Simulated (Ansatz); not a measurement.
Input for Ansatz (a quantum-chemistry and plane-wave program): R-MP2/aug-cc-pVTZ on BH3 (SMILES B), atoms moved off the minimum.

Ansatz 0.2 input:
```yaml
crystal:
  periodic: [false, false, false]
  atoms:
    - {symbol: B, position_ang: [-0.14335702, 0.10258496, 0.04848110]}
    - {symbol: H, position_ang: [-1.11246667, 0.08147060, -0.19203139]}
    - {symbol: H, position_ang: [0.61653214, -0.77967906, 0.87776939]}
    - {symbol: H, position_ang: [0.75416148, 0.55045987, -0.78916665]}
basis:
  gaussian:
    orbitals: aug-cc-pVTZ
magnetization: {spin_polarized: false}
correlation: {method: mp2, electrons: outside_noble_gas}
scf: {lower_state_search: off}
output: {forces: true}
```

Program output:

```
WARN ansatz: RAYON_NUM_THREADS=1 ignored (pool sized by the plan → 1); use --threads N
Functional definition: HF
these checks for a lower state are left out or cut short: starts, cluster_reference, orbital_swaps, neighbouring_geometries, increment
integrals: 0.06 GiB planned
632 factors; integrals over basis functions are off by at most 1.1e-3 eV
mean field: 0.13 GiB planned
mean field evaluation 1: about -716.3499 eV, gradient 1.0e1 eV
mean field evaluation 2: about -716.3496 eV, gradient 1.0e1 eV
mean field evaluation 4: about -716.8235 eV, gradient 2.6e-1 eV
mean field evaluation 8: about -716.8239 eV, gradient 4.0e-4 eV
mean field -716.82388532 eV, -26.3427919050 hartree, gradient 1.5e-6 eV, S^2 0.000000; 0 other end points of the search recorded, 0 dependent functions left out
1 core orbitals not correlated
reference -716.82388532 eV, -26.3427919050 hartree; 3, 3 occupied and 111, 111 virtual orbitals, 632 factors
densities: 0.16 GiB planned
second order -3.16035773 eV of doubles, -0.00000000 eV of singles
the calculation of the forces begins
Total energy: -719.98424306 eV, -26.4589329095 hartree
Atom 0 at    -0.143357     0.102585     0.048481 Å, force    11.617891    -2.359746     0.932385 eV/Å
Atom 1 at    -1.112467     0.081471    -0.192031 Å, force    -7.552729     0.196381    -1.062140 eV/Å
Atom 2 at     0.616532    -0.779679     0.877769 Å, force    -2.337666     2.202564    -1.301836 eV/Å
Atom 3 at     0.754161     0.550460    -0.789167 Å, force    -1.727495    -0.039199     1.431591 eV/Å
Dipole moment:    -0.114634     0.083859     0.017833 e Å
Checks for a lower state left out: starts, cluster_reference, orbital_swaps, neighbouring_geometries, increment
```

Self-consistency was reached.

Cost: roughly 0.5 core-seconds.
